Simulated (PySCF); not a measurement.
# Mayer bond orders and bond lengths

Species: C2H9FO2Si2.
Numbering: `[CH3:1][O:2][CH2:3][Si@@H:4]([F:5])[O:6][SiH3:7]` (hydrogens: H8, H9, H10 on C1; H11, H12 on C3; H13 on Si4; H14, H15, H16 on Si7)

Structure used (GFN2-xTB), in Å, numbered top down from 1:
```
atom  x, y, z in Å
C1    -1.839   -0.469    1.165
O2    -0.760    0.081    0.459
C3    -1.006    0.233   -0.927
Si4    0.636    0.813   -1.695
F5     0.672    2.419   -1.651
O6     1.842    0.274   -0.796
Si7    2.176   -0.403    0.664
H8    -2.076   -1.479    0.804
H9    -2.736    0.156    1.071
H10   -1.538   -0.519    2.210
H11   -1.337   -0.723   -1.354
H12   -1.819    0.953   -1.088
H13    0.864    0.427   -3.072
H14    1.740    0.478    1.737
H15    3.632   -0.515    0.576
H16    1.539   -1.717    0.707
```

Bond orders from the PBE0/pcSseg-1 density (PySCF). Isolated species at its GFN2-xTB geometry (one conformer only).

Problem. How far do the computed orders between heavy atoms stray from the drawn ones?

Solution. The largest departure is 0.149, at O6–Si7 (drawn single, 0.851). Drawn single, order below 0.88: C3–Si4 (0.857) and O6–Si7 (0.851).

Problem. Give the Mayer order of every bond between heavy atoms, beside its length.

Solution. 
| bond | drawn as | length (Å) | Mayer order |
| --- | --- | --- | --- |
| C1–O2 | single | 1.402 | 0.920 |
| O2–C3 | single | 1.415 | 0.890 |
| C3–Si4 | single | 1.903 | 0.857 |
| Si4–F5 | single | 1.608 | 0.954 |
| Si4–O6 | single | 1.598 | 1.033 |
| O6–Si7 | single | 1.643 | 0.851 |

Bonds between the same two heavy elements. C–O: lowest O2–C3 (0.890, 1.415 Å), highest C1–O2 (0.920, 1.402 Å). O–Si: lowest O6–Si7 (0.851, 1.643 Å), highest Si4–O6 (1.033, 1.598 Å).

Problem. And the bonds to hydrogen?

Solution. C–H: 0.94 to 0.97 (5 bonds); H–Si: 0.91 to 0.93 (4 bonds).

Problem. Sum the orders of all bonds at each heavy atom with more than one neighbour and set the sums beside the valence in the SMILES.

Solution. C1 3.814 (drawn 4), O2 1.810 (drawn 2), C3 3.627 (drawn 4), Si4 3.750 (drawn 4), O6 1.884 (drawn 2), Si7 3.639 (drawn 4). Orders between atoms that aren't bonded are not in these sums.

For a closed shell the Mayer order of atoms A and B is Σ (PS)μν (PS)νμ over the basis functions μ on A and ν on B, with P the density and S the overlap matrix.
